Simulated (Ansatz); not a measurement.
Start from `[CH2]1[NH][GeH2]1` and change one atom or group to get `S[CH]1[NH][GeH2]1`.

Ansatz, PBE0-D4/def2-TZVP geometries, multiplicity 1. Each molecule was computed in one conformer, which needn't be the lowest.

Scalar relativity is left out up to krypton.

```json
{"property": "LUMO energy (PBE0/def2-TZVPP) / eV", "`[CH2]1[NH][GeH2]1`": "-0.06"}
{"property": "LUMO energy (PBE/def2-TZVPP) / eV", "`[CH2]1[NH][GeH2]1`": "-0.88"}
{"property": "LUMO energy (ωB97M-V/def2-TZVPP) / eV", "`[CH2]1[NH][GeH2]1`": "1.75"}
{"property": "HOMO–LUMO gap (B3LYP/def2-TZVPP) / eV", "`[CH2]1[NH][GeH2]1`": "5.88"}
{"property": "LUMO energy (B3LYP/def2-TZVPP) / eV", "`[CH2]1[NH][GeH2]1`": "-0.32"}
{"property": "HOMO–LUMO gap (ωB97M-V/def2-TZVPP) / eV", "`[CH2]1[NH][GeH2]1`": "10.33"}
```

What does the change do to each property? (Estimate.)

The calculation gave: 
```
                               property  `S[CH]1[NH][GeH2]1`  shift
     LUMO energy (PBE0/def2-TZVPP) / eV                -0.55  -0.49
      LUMO energy (PBE/def2-TZVPP) / eV                -1.37  -0.49
  LUMO energy (ωB97M-V/def2-TZVPP) / eV                 1.29  -0.46
  HOMO–LUMO gap (B3LYP/def2-TZVPP) / eV                 5.29  -0.59
    LUMO energy (B3LYP/def2-TZVPP) / eV                -0.79  -0.47
HOMO–LUMO gap (ωB97M-V/def2-TZVPP) / eV                 9.66  -0.67
```

With PBE0 the HOMO rises by 0.12 eV and the LUMO falls by 0.49 eV, so the gap narrows by about 0.61 eV. PBE moves the HOMO by 0.04 eV and ωB97M-V by 0.21 eV.

B3LYP here is the variant with VWN-RPA as its local correlation; programs differ in this.
